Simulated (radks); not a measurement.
The numbers below are computed, except where a source is named.
Excited configurations of Pr II: one electron is placed in a higher orbital outside [Xe] 4f3. The ground configuration is [Xe] 4f3 6s1. Level of theory: scalar-relativistic Kohn-Sham, PBEsol, spin-polarised, spherical densities, finite nucleus; open shells are filled with parallel spins first (spin-orbit coupling, left out, can overturn this in heavy ions); Fermi nuclear charge, rms radius 4.8919 fm (a radial shooting solver on a logarithmic mesh with Libxc functionals). Excitation = E - E(ground); binding = E(ion) - E, where the ion is the core of charge +2; n* = 2/sqrt(2 binding) in atomic units, and the quantum defect is n - n*.

outer orbital  excitation (eV)  binding (eV)     n*  eigenvalue (eV)  <r> (bohr)
5d                       0.851         9.971  2.336           -6.500       2.982
5f                       7.252         3.569  3.905           -2.581       8.627
6p                       2.967         7.855  2.632           -6.086       5.025
6d                       6.082         4.739  3.389           -3.615       7.614
6f                       8.420         2.402  4.760           -1.837       14.77
7s                       5.500         5.322  3.198           -4.260       8.076
7p                       6.544         4.278  3.567           -3.381       9.616
7d                       7.908         2.913  4.322           -2.301       13.34
7f                       9.098         1.723  5.620           -1.357       22.17

The Delta-SCF ionisation energy is 10.821 eV (NIST Atomic Spectra Database: 10.63 eV, semi-empirical). Self-interaction in the functional shifts the binding energies and quantum defects, so they are the method's values and not measured ones. Open shells are spherical and high-spin; term and fine-structure splittings are not resolved. Spin-orbit splitting is averaged out at the scalar-relativistic level.
